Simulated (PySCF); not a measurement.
C₆H₈Si.
Atom-mapped SMILES: `[SiH3:1][c:2]1[cH:3][cH:4][cH:5][cH:6][cH:7]1` (hydrogens: H8, H9, H10 on Si1; H11 on C3; H12 on C4; H13 on C5; H14 on C6; H15 on C7)

Computed by this run: PBE0/def2-SVP geometry optimisation, gas phase in PySCF; density fitting, grid level 1; the optimiser is geomeTRIC in internal coordinates, started from a GFN2-xTB structure.

Geometry at step 0:
```
atom  x, y, z in Å
Si1     2.4736   -0.0190    0.2238
C2      0.5954   -0.0123    0.0493
C3     -0.1238   -1.1899   -0.1299
C4     -1.5017   -1.1778   -0.2528
C5     -2.1905    0.0216   -0.1979
C6     -1.4930    1.2053   -0.0219
C7     -0.1159    1.1838    0.1004
H8      3.0668    0.7679   -0.8612
H9      2.9499   -1.4015    0.1556
H10     2.8425    0.5745    1.5124
H11     0.4051   -2.1319   -0.1745
H12    -2.0405   -2.1046   -0.3907
H13    -3.2667    0.0348   -0.2932
H14    -2.0261    2.1446    0.0208
H15     0.4206    2.1127    0.2376
```

**Question.** Give the atomic forces at this geometry.

**Answer.** 
```
atom  Fx (eV/Å)  Fy (eV/Å)  Fz (eV/Å)
 Si1     -0.828      0.009     -0.078
  C2      0.507     -0.040      0.050
  C3      0.175     -0.132     -0.004
  C4     -0.140     -0.048     -0.016
  C5     -0.035     -0.016     -0.012
  C6     -0.088      0.083      0.007
  C7      0.125      0.103      0.017
  H8      0.324      0.307     -0.381
  H9      0.242     -0.537     -0.021
 H10      0.243      0.236      0.475
 H11      0.189     -0.447     -0.022
 H12     -0.214     -0.393     -0.058
 H13     -0.462      0.006     -0.040
 H14     -0.209      0.399      0.019
 H15      0.173      0.471      0.064
```

The largest, 0.83 eV/Å, acts on Si1; the rms over all components is 0.267 eV/Å. The forces sum to zero within rounding, as they must for an isolated molecule in no field.

**Question.** Give the force on Si1 in Eh/bohr and in nN.

**Answer.** 0.831 eV/Å ÷ 51.422 = 0.01617 Eh/bohr, and 0.831 eV/Å × 1.602 = 1.33 nN.

**Question.** How far is this geometry from the end of the optimisation?

**Answer.** 0.065 eV above it, and 0.028 Å rms away after alignment. The bonds farthest from their final lengths, with half the difference of the two atoms' forces along the bond (positive lengthens):

```csv
bond,now (Å),final (Å),force along bond (eV/Å)
Si1–H9,1.464,1.494,+0.43
Si1–H8,1.466,1.496,+0.42
Si1–H10,1.466,1.496,+0.42
C7–H15,1.081,1.095,+0.17
C3–H11,1.081,1.094,+0.14
C5–H13,1.080,1.093,+0.21
```

The angle farthest from its final value is H8–Si1–H10, 109.4° against 107.6°.

Of the 6 listed bonds off by 0.010 Å or more, this force points towards the final length in 6.

What follows is the cost of the whole optimisation. Hardware: an Arm Neoverse V1 with one thread, shared host with 64 logical CPUs at a one-minute load of 27. Cost: 27 s wall, 0.62 GiB resident at most.
